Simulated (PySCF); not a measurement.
In(H)2(OMe) (CH₅InO), SMILES [InH2][O]C.

Coordinates come from a B3LYP-D3(BJ)/def2-SVP optimisation. The def2 effective core potentials stand for the cores of In; spin–orbit coupling is left out.

These are HF/def2-TZVPD in PySCF values and carry that method's errors.

The molecule is in vacuum.

- total energy = -304.87136 hartree
- point group = Cs
- highest occupied level = -10.97 eV
- lowest empty level = 0.62 eV
- orbital gap = 11.58 eV
- dipole moment = 2.14 D
- quadrupole, principal values (traceless, Buckingham form, about the centre of nuclear charge) = -6.85, -0.25, 7.10 D·Å
- mean static polarisability = 51.4 bohr³ (7.61 Å³)
- polarisability, principal values = 41.8, 51.8, 60.6 bohr³
